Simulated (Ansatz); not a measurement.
A made-up structure of SiIF2 (charge +1), closed shell:

```
4
angstrom
F 1.4791 0.0984 0.6611
Si 0.0647 -0.0963 0.0942
F -0.6186 -1.3787 0.5922
I 3.0751 0.9752 1.4636
```

It is relaxed with PBE-D4/def2-SVP and then PBE0-D4/def2-TZVP (Ansatz 0.2.0). Atoms count as bonded within 1.22 times the sum of their covalent radii (H–H: 0.88 Å). The end point is not checked to be a true minimum.

Does its bonding change? (A judgement: the text doesn't fix the answer.)

The calculation gives: No: no bond forms or breaks.

Where it ends: The first stage lowers the energy by 1.53 eV in 10 steps. It ends as SiIF₂ ([F][Si][F][I]), total charge +1:
```
4
angstrom
F 1.3752 0.5773 0.3311
Si -0.1762 -0.2169 -0.1667
F -0.1417 -1.3012 0.9610
I 2.9430 0.5395 1.6857
```

Labels in which every atom is bracketed show which atoms are joined, not bond orders.

For scale, one of the runs: PBE0-D4/def2-TZVP relaxation, 149 basis functions, launched by `ansatz run in.yaml --threads 2 --pin off --events-out ev --progress --plain --max-ram 4352MiB`. The run took about 14 s on 2 CPU threads of an Intel Xeon Platinum 8488C (shared host).
